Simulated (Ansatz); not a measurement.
The same atomization along the group Mg, Zn, Cd.

Calculated with Ansatz (gas phase, PBE0-D4/def2-TZVP geometries, no zero-point term in ΔE). CCSD(T)/CBS adds triple-zeta CCSD(T) − MP2 to the extrapolated MP2 energy (def2 sets, frozen cores). This one scheme is used for every species, atoms too. Functionals use def2-TZVPP. B3LYP here is the variant with VWN-RPA as its local correlation; programs differ in this. No spin–orbit coupling; open shells (•) take unrestricted orbitals. Spin–orbit coupling would lower the free atoms: a little for C, O. def2 core potentials past Kr. Bonds to Cd, Mg, Zn are less sure, by a few kJ/mol each and by 10 to 20 or more in all where they break to atoms, as the def2 sets lack core-valence functions. Scalar relativity is left out up to krypton. One conformer a species, not always the lowest.

| reaction | PBE-D4 (kJ/mol) | B3LYP-D4 (kJ/mol) | ωB97X-V (kJ/mol) | CCSD(T)/CBS(def2) (kJ/mol) |
| --- | --- | --- | --- | --- |
| `C[O][Mg][OH]` → C• + 4 H• + 2 O• + Mg (atom) | 2879 | 2822 | 2836 | 2864 |
| `C[O][Zn][OH]` → C• + 4 H• + 2 O• + Zn (atom) | 2726 | 2642 | 2678 | 2683 |
| `C[O][Cd][OH]` → C• + 4 H• + 2 O• + Cd (atom) | 2608 | 2521 | 2558 | 2553 |

Largest T1 diagnostic: 0.017, for Zn (atom).

For atomizations the MP2-based limit and the directly extrapolated one differ by several kJ/mol either way, and by 10 to 25 for some Ge, Se and Sn compounds, so smaller differences from it don't rank the levels.
